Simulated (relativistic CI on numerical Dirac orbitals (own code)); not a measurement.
**Ho39+: sensitivity of the levels to the model**

Base calculation: Dirac-Coulomb-Breit CI, separate exchange-only KLI orbitals for each configuration, model QED (radiative potential, 1s self-energy scaled to tabulated hydrogen-like ionisation energies), unscaled Slater integrals.

CI space (outside the closed core [Ne]): 3s²3p⁶3d¹⁰, 3s²3p⁶3d⁹4s, 3s²3p⁶3d⁹4p, 3s²3p⁶3d⁹4d, 3s²3p⁵3d¹⁰4s, 3s²3p⁶3d⁹4f, 3s²3p⁵3d¹⁰4p, 3s²3p⁶3d⁸4s², 3s²3p⁵3d¹⁰4d, 3s²3p⁶3d⁸4s4p, 3s3p⁶3d¹⁰4s, 3s²3p⁶3d⁹5s, 3s²3p⁶3d⁸4p², 3s²3p⁶3d⁸4s4d, 3s²3p⁶3d⁹5p, 3s²3p⁵3d¹⁰4f. Levels of other configurations are missing.

Variants: (1) valence Slater integrals scaled by 0.9; (2) QED terms removed; (3) one mean potential for all configurations. Shifts of the energy above 3s²3p⁶3d¹⁰ ¹S0, in eV, for the lowest level and the first level of each name with at least 55 % of one term (blank where a level changes its place among those of its configuration and J or its character, or is not in the variant):

| Level | Base | Δ(1) | Δ(2) | Δ(3) |
| --- | --- | --- | --- | --- |
| 3s²3p⁶3d¹⁰ ¹S0 | 0.00 | 0.00 | 0.00 | 0.00 |
| 3s²3p⁶3d⁹4s ³D3 | 1179.31 | +0.12 | -1.02 | -0.73 |
| 3s²3p⁶3d⁹4s ¹D2 | 1180.91 | -0.04 | -1.02 | -0.73 |
| 3s²3p⁶3d⁹4s ³D1 | 1220.07 | +0.11 | -1.13 | -0.69 |
| 3s²3p⁶3d⁹4s ³D2 | 1221.14 | -0.02 | -1.13 | -0.69 |
| 3s²3p⁶3d⁹4p ³F°2 | 1300.46 | +0.15 | -0.21 | -0.65 |
| 3s²3p⁶3d⁹4p ³F°4 | 1320.32 | +0.21 | -0.18 | -0.68 |
| 3s²3p⁶3d⁹4p ¹P°1 | 1323.08 | -0.02 | -0.18 | -0.66 |
| 3s²3p⁶3d⁹4p ³D°3 | 1324.79 | -0.24 | -0.18 | -0.67 |
| 3s²3p⁶3d⁹4p ³P°0 | 1358.14 | +0.54 | -0.29 | -0.63 |
| 3s²3p⁶3d⁹4d ¹P1 | 1457.14 | +0.44 | -0.07 | -0.74 |
| 3s²3p⁶3d⁹4d ³G5 | 1458.40 | +0.30 | -0.07 | -0.74 |
| 3s²3p⁶3d⁹4d ³D3 | 1461.79 | -0.01 | -0.07 | -0.73 |
| 3s²3p⁶3d⁹4d ³F4 | 1463.42 | -0.19 | -0.07 | -0.72 |

At this charge energies of transitions that change n are usually good to better than 1 %, and those within a shell (Δn = 0) to a few per cent.

Ionisation energy from the two ground configurations alone: base 3018.38 eV. The NIST ASD value (theoretical) is 3018 eV.

LS names give the leading component of a level, which can be under half, so a name can repeat, a term be missing and a line seem to break the LS rules.
